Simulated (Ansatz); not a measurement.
Ansatz (an electronic-structure program) input (B3LYP-D3(BJ)/def2-TZVP):

Ansatz 0.2 input:
```yaml
crystal:
  periodic: [false, false, false]
  atoms:
    - {symbol: Si, position_ang: [-0.00814091, -0.45470033, 0.34647508]}
    - {symbol: Br, position_ang: [-1.81834814, 0.85279433, 0.33681656]}
    - {symbol: Br, position_ang: [1.80962110, 0.83794192, 0.22981528]}
    - {symbol: H, position_ang: [-0.04705770, -1.25652481, -0.86351843]}
basis:
  gaussian:
    orbitals: def2-TZVP
hamiltonian:
  xc: b3lyp
  dispersion: d3bj
magnetization: {spin_polarized: true, initial_magnetization: 1}
relax: {f_tol: 0.002, max_steps: 150}
```

End of the output:

```
relax step   4: F+E_penalty+E_count = -147990.34638483 eV  Δ(F+E_penalty+E_count) = -1.573e-5 eV  max|allowed force component| = 5.172e-4 eV/Å  Δτ_max = 0.0018 Å  (24 SCF iters, accepted)
integrals: 0.10 GiB planned
981 factors; integrals over basis functions are off by at most 2.5e-4 eV
0.19 GiB of the device are held for the grids
0.98 GiB of device memory are held for the factors and their scratch space
mean field: 0.49 GiB planned
mean field -147990.09082130 eV, -5438.5355263965 hartree, gradient 5.7e-5 eV, S^2 0.752384; 1 other end points of the search recorded, 0 dependent functions left out
the calculation of the forces begins
reference -147990.09105095 eV, -5438.5355348360 hartree; 43, 42 occupied and 96, 97 virtual orbitals, 981 factors
Total energy: -147990.34661449 eV, -5438.5449266226 hartree
Atom 0 at    -0.007808    -0.423586     0.348346 Å, force     0.000115     0.000172    -0.000359 eV/Å
Atom 1 at    -1.846137     0.844287     0.341549 Å, force     0.000407     0.000049     0.000111 eV/Å
Atom 2 at     1.837364     0.829038     0.232881 Å, force    -0.000517    -0.000025     0.000146 eV/Å
Atom 3 at    -0.047344    -1.270228    -0.873188 Å, force    -0.000005    -0.000197     0.000102 eV/Å
Dipole moment:    -0.001150    -0.208230    -0.009326 e Å
```

It need not be the lowest isomer of its formula.
